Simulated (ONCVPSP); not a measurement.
## Before and after: ONCV potential for tellurium

```
Element                 : tellurium (Te)
Generator               : ONCVPSP 4.0.1
Type                    : optimised norm-conserving Vanderbilt (ONCV)
Functional              : LDA (Perdew-Zunger)
Relativity              : scalar-relativistic
Frozen core             : [Kr] 4d10
Valence charge          : 6
Reference configuration : 5s2 5p4
Partial waves           : 5s: rc 1.85 bohr, ncon 4, nbas 8, qcut 3.3 1/bohr, 2 projectors, debl 0.7 Ha; 5p: rc 2.35 bohr, ncon 4, nbas 8, qcut 3.3 1/bohr, 2 projectors, debl 0.5 Ha; d scattering state at 0.02 Ha: rc 2.40 bohr, ncon 3, nbas 6, qcut 3.9 1/bohr, 2 projectors, debl 0.6 Ha
Local potential         : polynomial inside 1.55 bohr (lpopt 5, dvloc0 3 Ha)
Core correction         : Teter function, fcfact 1.5, rcfact 1.45
```

Change: s: qcut 2.

Cutoffs: the cutoffs (Ha) at which the residual kinetic energy of the hardest occupied pseudo-wave falls to 1 and 0.1 mHa per electron; they do not see the model core or the augmentation charge, which bear on the density cutoff. Errors are all-electron minus pseudo energies relative to the spin-unpolarised reference configuration.

Problem. What does the change do?

Solution. The potential gets harder (23 Ha and 47 Ha → 46 Ha and 54 Ha); the errors of the 4 common tests hardly move; neither file shows a bound ghost.

```tsv
quantity	base	changed
cutoff, loose	23 Ha	46 Ha
cutoff, tight	47 Ha	54 Ha
loose cutoff by channel	s 23 Ha, p 5.8 Ha	s 46 Ha, p 5.8 Ha
bound ghosts	none	none
GHOST(+) flags under 300 eV	s at 59.3 eV	s at 85.3 eV
error for 5s2 5p3, meV [ΔE 9.92 eV]	-5.5	-5.3
error for 5s2 5p2, meV [ΔE 28.09 eV]	-26	-25
error for 5s2 5p1, meV [ΔE 55.32 eV]	-78	-72
error for 5s2 5p3.5, meV [ΔE 3.98 eV]	-1.6	-1.5
s: phases at 1.87 bohr within 0.05 rad from the reference energy up to (Ha; the scan ends near 5)	2.1	2.7
p: phases at 2.38 bohr within 0.05 rad from the reference energy up to (Ha; the scan ends near 5)	2.3	2.3
d: phases at 2.44 bohr within 0.05 rad from the reference energy up to (Ha; the scan ends near 5)	1.8	1.8
rms error of d²Exc/dni dnj with the model core, mHa	3.74	3.51
```
